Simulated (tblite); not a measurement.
Species: C7H12B (doublet state).
Numbering: `[CH2:1]=[C:2][CH:3]1[CH2:4][CH2:5][BH:6][CH2:7][CH2:8]1` (hydrogens: H9, H10 on C1; H11 on C3; H12, H13 on C4; H14, H15 on C5; H16 on B6; H17, H18 on C7; H19, H20 on C8)
Bond orders are those of one Lewis drawing.

Computed with GFN2-xTB (tblite), gas phase: L-BFGS steps from a force-field or distance-geometry start until the largest atomic force falls under 0.01 eV/Å.

Step 37: E = -604.4272 eV
```
atom  x, y, z in Å  |  force x, y, z in eV/Å
C1      3.2723   -0.3004    0.1588   -0.100  -0.008   0.046
C2      2.0180   -0.4827    0.4151   -0.003   0.011  -0.040
C3      0.6563   -0.3545   -0.0955   -0.037   0.042  -0.024
C4     -0.3348   -0.9894    0.8996   -0.004   0.020  -0.005
C5     -1.7772   -0.9724    0.3903   -0.004   0.010  -0.020
B6     -2.2247    0.3903   -0.2474    0.029   0.071  -0.042
C7     -1.1165    1.2615   -0.9453    0.102   0.000   0.017
C8      0.2845    1.1202   -0.3342    0.008  -0.013   0.013
H9      3.6604    0.1175   -0.7719    0.022   0.032  -0.057
H10     4.0362   -0.5587    0.8769    0.074   0.001   0.015
H11     0.5856   -0.9024   -1.0490   -0.028   0.002   0.027
H12    -0.0165   -2.0117    1.1131    0.005  -0.027   0.011
H13    -0.2934   -0.4254    1.8322    0.064   0.013   0.064
H14    -2.4327   -1.3315    1.1866   -0.035   0.007  -0.028
H15    -1.8722   -1.7025   -0.4227    0.001  -0.065   0.007
H16    -3.3512    0.6982   -0.3052   -0.076  -0.010  -0.009
H17    -1.3558    2.3262   -1.0165   -0.044  -0.063   0.001
H18    -1.0811    0.8964   -1.9804    0.015   0.045   0.000
H19     0.3039    1.6458    0.6236    0.043  -0.018  -0.007
H20     1.0336    1.5863   -0.9822   -0.032  -0.050   0.031
```

Step 38: E = -604.4283 eV
```
atom  x, y, z in Å  |  force x, y, z in eV/Å
C1      3.2821   -0.3053    0.1629   -0.154  -0.024   0.041
C2      2.0214   -0.4860    0.3943    0.064   0.013  -0.042
C3      0.6554   -0.3542   -0.1046   -0.042   0.080  -0.035
C4     -0.3316   -0.9864    0.8985    0.042   0.021   0.006
C5     -1.7780   -0.9687    0.3999    0.014  -0.005  -0.025
B6     -2.2285    0.3863   -0.2513   -0.062   0.069  -0.072
C7     -1.1219    1.2676   -0.9388    0.089  -0.010  -0.006
C8      0.2831    1.1222   -0.3371    0.003   0.026   0.010
H9      3.6916    0.1244   -0.7563   -0.008   0.005   0.016
H10     4.0334   -0.5826    0.8924    0.002   0.029  -0.055
H11     0.5713   -0.8985   -1.0598   -0.008   0.004   0.054
H12    -0.0103   -2.0082    1.1078   -0.009  -0.051   0.018
H13    -0.2776   -0.4251    1.8328    0.042   0.015   0.036
H14    -2.4310   -1.3187    1.2029   -0.018   0.015  -0.031
H15    -1.8811   -1.7083   -0.4047    0.000  -0.042   0.021
H16    -3.3635    0.6719   -0.3438    0.035  -0.024   0.014
H17    -1.3697    2.3319   -1.0021   -0.007  -0.088   0.013
H18    -1.0904    0.9114   -1.9781    0.009   0.053   0.017
H19     0.3117    1.6485    0.6203    0.037  -0.036  -0.002
H20     1.0282    1.5885   -0.9892   -0.029  -0.050   0.020
```

Problem. Estimate the geometry and energy of step 39. (The exact step hangs on the optimiser's Hessian estimate; all steps are aligned on step 38, rigid shifts and turns removed.)

Solution. E = -604.4298 eV, largest force 0.082 eV/Å
```
atom  x, y, z in Å  |  force x, y, z in eV/Å
C1      3.2789   -0.3033    0.1624   -0.080  -0.011   0.013
C2      2.0206   -0.4841    0.3981   -0.038  -0.011  -0.002
C3      0.6545   -0.3536   -0.1012   -0.020   0.058  -0.020
C4     -0.3336   -0.9872    0.8996    0.045   0.007   0.014
C5     -1.7788   -0.9700    0.3965    0.028  -0.001  -0.009
B6     -2.2261    0.3880   -0.2520    0.004   0.014  -0.058
C7     -1.1186    1.2665   -0.9406    0.049  -0.008   0.000
C8      0.2839    1.1216   -0.3361    0.004   0.026   0.007
H9      3.6821    0.1233   -0.7595    0.012   0.025  -0.024
H10     4.0356   -0.5765    0.8860    0.018   0.016  -0.018
H11     0.5733   -0.8990   -1.0551   -0.016  -0.005   0.029
H12    -0.0122   -2.0097    1.1083   -0.011  -0.034   0.014
H13    -0.2811   -0.4274    1.8351    0.035   0.015   0.029
H14    -2.4340   -1.3193    1.1977   -0.021   0.015  -0.023
H15    -1.8791   -1.7115   -0.4064   -0.001  -0.031   0.012
H16    -3.3573    0.6762   -0.3352   -0.051   0.005  -0.002
H17    -1.3692    2.3293   -1.0040    0.001  -0.056   0.012
H18    -1.0859    0.9117   -1.9795    0.012   0.039   0.003
H19     0.3121    1.6499    0.6195    0.032  -0.028   0.020
H20     1.0296    1.5857   -0.9876   -0.005  -0.036   0.002
```

The energy changes by -0.0015 eV. The first-order estimate −F·Δx gives -0.0022 eV and the mean of the old and new forces, exact on a quadratic surface, -0.0015 eV. The step makes an angle of 73° with the force vector and moves no atom by more than 0.011 Å.

Run on one thread of an Arm Neoverse N1 (shared host).
